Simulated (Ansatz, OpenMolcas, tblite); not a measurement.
SiH2O2F2 (SMILES O[Si](O)(F)F): the HOMO–LUMO gap, rung by rung

SiH2O2F2 has 7 atoms, charge 0, and is taken as a singlet. SMILES: `O[Si](O)(F)F`. The coordinates come from a PBE0-D4/def2-TZVP relaxation. This is one conformer, not always the lowest.

Each level gives the HOMO–LUMO gap (eV). The values are calculated.

| level | kind | program | value (eV) | CPU time |
| --- | --- | --- | --- | --- |
| IPEA1-xTB | semi-empirical | tblite | 7.53 | under 2 s |
| HF/def2-SVP | Hartree–Fock | OpenMolcas | 18.89 | 4.7 s |
| SVWN5/def2-SVP | LDA | OpenMolcas | 7.83 | 11 s |
| revPBE/def2-SVP | GGA | Ansatz | 7.82 | 2.7 s |
| TPSS/def2-SVP | meta-GGA | OpenMolcas | 8.17 | 21 s |
| B3LYP/def2-SVP | global hybrid | Ansatz | 9.95 | 3.5 s |
| PBE0/def2-SVP | global hybrid | OpenMolcas | 10.74 | 14 s |
| HSE06/def2-SVP | range-separated hybrid | Ansatz | 9.95 | 3.7 s |
| wB97M-V/def2-SVP | range-separated hybrid | Ansatz | 14.90 | 27 s |
| B2PLYP/def2-SVP | double hybrid | OpenMolcas | 13.62 | 11 s |

The values span 7.53 to 18.89 eV. Orbital gaps aren't excitation energies, and those of double hybrids come from the SCF part alone; they tend to grow with the share of exact exchange. CPU times are rough (shared hosts, several kinds of processor and program).
